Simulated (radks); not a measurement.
Values are calculated unless marked as measured or tabulated.
Q: Numerical settings for the silicon ion Si+, [Ne] 3s2 3p1. Level of theory: Dirac Kohn-Sham, PBE, spin-unpolarised, spherical densities, point nucleus; open shells are shared between the two j in proportion to 2j + 1 (a radial shooting solver on a logarithmic mesh with Libxc functionals). The defaults (mesh step 0.008 in ln r, mesh end at 40 bohr or more with all orbitals vanishing there, Anderson mixing 0.5 over 9 steps, residual threshold near 1e-9 with the energy settled to 1e-9 hartree or 1e-11 of itself, here a cap of 76 iterations) give E = -289.5528 hartree and 3p3/2 at -11.642 eV in 14 iterations. Times are rough (one thread of a shared host). One setting is changed at a time: mesh step in ln r 0.05; mesh step in ln r 0.08; mesh step in ln r 0.012; mesh end (bohr) 5; mesh end (bohr) 20; residual threshold 0.01; residual threshold 1e-05; mixing 0.2; linear mixing, mixing 0.05; linear mixing, mixing 0.8; mixing history 2; iteration cap 5. Which runs fail to converge, and which converge to a wrong energy?

A: Not converged within the cap: linear mixing, mixing 0.05; iteration cap 5. Settings that end as converged yet miss the energy by more than 1 mhartree: mesh end (bohr) 5 (+0.032 hartree).
